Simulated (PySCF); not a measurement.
# How methods differ on the interval between two levels of Ir

Ir [Xe] 4f14 5d7 6s2 [4F9/2, M_J = 9/2] → Ir [Xe] 4f14 5d9 [2D5/2, M_J = 5/2], as a difference of total energies. Computed with PySCF 2.14 in x2c-SVPall-2c with one added diffuse shell each of s, d type (8s9p10d2f, 99 functions), with the two-component X2C-1e Hamiltonian. Correlated levels: [Kr] 4d10 4f14 frozen; the 22 highest virtual spinors dropped. "Screened" scales the spin-orbit matrix elements by Boettger's factors to mimic the two-electron term; Breit and QED terms are absent.

| method | interval between two levels (cm⁻¹) |
| --- | --- |
| GHF (screened spin-orbit) | 26301 |
| GMP2 (screened spin-orbit) | 17973 |

The labels give the starting determinants; with spin-orbit coupling the two ends relaxed to ⟨J²⟩ = 24.77, ⟨L²⟩ = 13.11, ⟨S²⟩ = 3.53 and ⟨J²⟩ = 10.42, ⟨L²⟩ = 8.60, ⟨S²⟩ = 1.30.

The determinant of the upper state mixes levels of different J (the jj label is only the starting occupation), so the difference between spin-free and spin-orbit rows is not the physical spin-orbit shift.
